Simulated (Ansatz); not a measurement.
Cost and result for the atomization energy of BH3O2SSi (8 atoms, 8 bonds).

Cartesian coordinates in Å:
```
S -0.281 1.397 -2.094
B 0.011 0.389 -0.637
O -0.885 0.086 0.391
Si 0.398 -0.786 1.035
O 1.214 -0.246 -0.327
H -1.556 1.663 -1.765
H 0.183 -2.247 1.085
H 0.917 -0.257 2.313
```

Charge 0, multiplicity 1. All single points use the PBE0-D4/def2-TZVP geometry. It is one conformer, not always the lowest. Program: Ansatz. All runs use 2 threads of an Arm Neoverse V1 on a shared host. Times are those of one run each, without the atoms' runs, and a repeat can differ threefold. Electronic energies, without spin–orbit coupling; frozen cores. CCSD(T)/CBS adds CCSD(T) − MP2 in def2-TZVPP to the MP2 limit, and its time is that of the two runs behind it. T1 = 0.014. B3LYP takes the VWN-RPA correlation (the form of Gaussian; ORCA's B3LYP/G).

CCSD(T)/CBS is a level of theory with its own doubt, some kJ/mol a heavy atom from the limit and from the frozen cores, so smaller differences don't rank the functionals.

```csv
level,functions,wall time,atomization (kJ/mol),difference from CCSD(T)/CBS,per bond
LDA (SPW92)/def2-TZVPP,219,1.9 s,3752.8,494.7,61.8
revPBE-D4/def2-TZVPP,219,3.2 s,3217.8,-40.3,-5.0
PBE-D4/def2-TZVPP (with forces),219,4 s,3311.8,53.7,6.7
CCSD(T)/def2-SVP,93,4.3 s,3023.0,-235.1,-29.4
BHLYP-D4/def2-TZVPP,219,4.8 s,3131.6,-126.5,-15.8
CAM-B3LYP-D4/def2-TZVPP,219,5.5 s,3261.9,3.8,0.5
B3LYP-D4/def2-TZVPP (with forces),219,7 s,3233.9,-24.2,-3.0
r2SCANh-D4/def2-TZVPP,219,8 s,3253.2,-4.9,-0.6
ωB97X-V/def2-TZVPP,219,13 s,3274.9,16.8,2.1
ωB97M-V/def2-TZVPP (with forces),219,18 s,3279.7,21.6,2.7
MP2/def2-QZVPP,401,26 s,3330.0,71.9,9.0
CCSD(T)/def2-TZVPP,219,2.3 min,3160.5,-97.6,-12.2
CCSD(T)/CBS(def2),–,2.7 min,3258.1,0.0,0.0
```

From BLYP to BHLYP (50 % exact exchange), in def2-TZVPP and without D4, the atomization energy moves by −87.3 kJ/mol: exact exchange takes away binding that semilocal exchange gives to molecules. At CCSD(T), def2-SVP lies −235.1 kJ/mol from the extrapolated value and def2-TZVPP −97.6 kJ/mol: correlation converges slowly with the basis, and small sets miss more of it in the bonded molecule than in its fragments. The D4 term adds +31.7 kJ/mol with B3LYP and +16.4 kJ/mol with PBE0; it sums over pairs of atoms, weighted by their polarisabilities, and B3LYP, whose exchange is more repulsive, gets the larger term.
